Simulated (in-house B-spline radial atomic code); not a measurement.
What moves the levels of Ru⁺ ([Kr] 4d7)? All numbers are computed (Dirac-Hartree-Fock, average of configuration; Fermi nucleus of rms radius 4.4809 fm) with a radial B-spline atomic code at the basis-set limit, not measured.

Baseline run (computed): total energy -4529.0510 hartree, 1s1/2 at -817.971 hartree, 4d5/2 at -17.662 eV with <r> = 1.627 bohr.

Scaling the speed of light c (a factor of 100 is close to the non-relativistic limit):

```tsv
c/c0	ΔE (hartree)	4d5/2 level (eV)	4d5/2 <r> (bohr)
0.95	-10.048	-17.6126	1.63
0.98	-3.8214	-17.6431	1.628
1.02	3.5834	-17.6798	1.626
1.2	27.803	-17.8028	1.619
100	87.832	-18.1301	1.601
```

Changing the nucleus:

```csv
nucleus,ΔE (eV)
Gaussian nucleus of rms radius 4.4809 fm,-0.00523
uniform spherical nucleus of rms radius 4.4809 fm,0.00217
Gaussian nucleus of rms radius 0.01 fm,-2.04
Fermi nucleus of rms radius 4.3913 fm,-0.0764
Fermi nucleus of rms radius 4.5705 fm,0.0778
```

A larger nucleus binds the electrons less, roughly as the density at the nucleus times the change of the nuclear <r²>. At equal rms radius the shape enters only through higher moments. A radius of 0.01 fm is nearly a point.

The nuclear charge is raised by 0.1. What does the Hellmann-Feynman theorem predict for the energy, and what is found?

dE/dZ ≈ -Σ<1/r>, which is -248.849 at the start and -249.626 at the end; their mean times 0.1 is -24.924 hartree, and the two runs differ by -24.924 hartree.
